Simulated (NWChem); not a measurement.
Species: CaCl$_{2}$; SMILES [Cl][Ca][Cl]

Program: NWChem. Pople sets run with spherical d functions. All runs use the structure optimised with PBE0-D3(BJ)/def2-TZVP. Static field.

```csv
level,basis functions,isotropic polarisability (bohr³),anisotropy (bohr³),relative time
B3LYP/6-31G*,58,38.2,24.3,2
B3LYP/6-31+G*,70,42.1,25.7,2
B3LYP/def2-SVP,60,39.3,26.1,1
B3LYP/def2-SVPD,81,57.0,26.7,1
B3LYP/def2-TZVP,110,49.1,28.7,4
B3LYP/Sadlej pVTZ,104,55.5,15.8,8
B3LYP/def2-TZVPD,128,58.0,26.7,6
```

The last column is a rough cost ratio, cheapest run = 1.
